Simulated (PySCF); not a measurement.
Computed vibrations of Pb(OCH3)2

Pb(OCH3)2 (singlet). PySCF 2.14.0, RKS PBE0, Pb def2-SVP with ECP60, O def2-SVP, C def2-SVP, H def2-SVP; non-relativistic Hamiltonian with scalar-relativistic core potentials where named; density fitting; no spin-orbit coupling. Central differences of gradients.

```xyz
11

Pb    0.0000    0.0000   -0.4642
O     1.6490    0.0000    0.8479
C     1.7985    0.0000    2.2269
H     2.8747    0.0000    2.4875
H     1.3531    0.8895    2.7163
H     1.3531   -0.8895    2.7163
O    -1.6490    0.0000    0.8479
C    -1.7985    0.0000    2.2269
H    -2.8747    0.0000    2.4875
H    -1.3531   -0.8895    2.7163
H    -1.3531    0.8895    2.7163
```

Run from Python with OMP_NUM_THREADS=2. Where DIIS fails, smearing, a level shift and second-order steps follow.
It took 3.8 min on 2 threads of Arm Neoverse V1 (shared host).

Task: What are the harmonic wavenumbers and infrared intensities?

Result: Modes are labelled in C2v; negative numbers are unstable modes, those under 60 cm⁻¹ near the noise; a finer grid moves soft modes by up to 10 cm⁻¹.
```
cm⁻¹  km/mol  symmetry
 -85       –        a2
  61     0.0        a2
  99     2.4        b2
 109     1.5        a1
 141    28.7        b2
 144     5.2        b1
 244    14.3        a1
 446   107.4        b1
 462    23.8        a1
1152    97.3        b1
1167     0.0        a2
1167     0.9        b2
1168   152.5        a1
1182    19.7        b1
1195   225.0        a1
1458     0.7        b1
1464    45.7        b1
1467     0.0        a2
1472    17.7        a1
1477     6.7        b2
1478    55.9        a1
2967    35.3        b1
2977   239.0        a1
3036     0.0        a2
3046   123.8        b2
3055   126.2        b1
3058     0.2        a1
```

Task: Is this a minimum?

Result: No: 1 unstable; the lowest moves the atoms so:
```
Pb   0.00  0.00  0.00
O    0.00  0.02  0.00
C    0.00  0.03  0.00
H    0.00 -0.37  0.00
H    0.35  0.23 -0.06
H   -0.35  0.23  0.06
O    0.00 -0.02  0.00
C    0.00 -0.03  0.00
H    0.00  0.37  0.00
H   -0.35 -0.23 -0.06
H    0.35 -0.23  0.06
```
